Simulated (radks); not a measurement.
Q: The mean radii <r> (bohr) of the occupied orbitals of an atom or ion are listed with their occupations. All-electron calculation, scalar-relativistic Kohn-Sham, PBE, spin-polarised, spherical densities, finite nucleus; Fermi nuclear charge, rms radius of each element as measured or else 0.836 A^(1/3) + 0.57 fm. Program: a radial shooting solver on a logarithmic mesh with Libxc functionals.

| orbital | occ. | <r> |
|---|---|---|
| 1s up | 1 | 1.542 |

Name the element and its charge. Open shells, if any, are filled with parallel spins first.

A: Z = 1, hydrogen, charge 0: H in 1s1. The 1s radius gives Z: for a bare nucleus <r> = (2 gamma + 1)/(2Z) with gamma = sqrt(1 - (Z/c)^2), 1.5 bohr for Z = 1, and the self-interaction of the functional makes it slightly larger (1.542 here). The occupations add up to 1, and the charge is Z minus that.
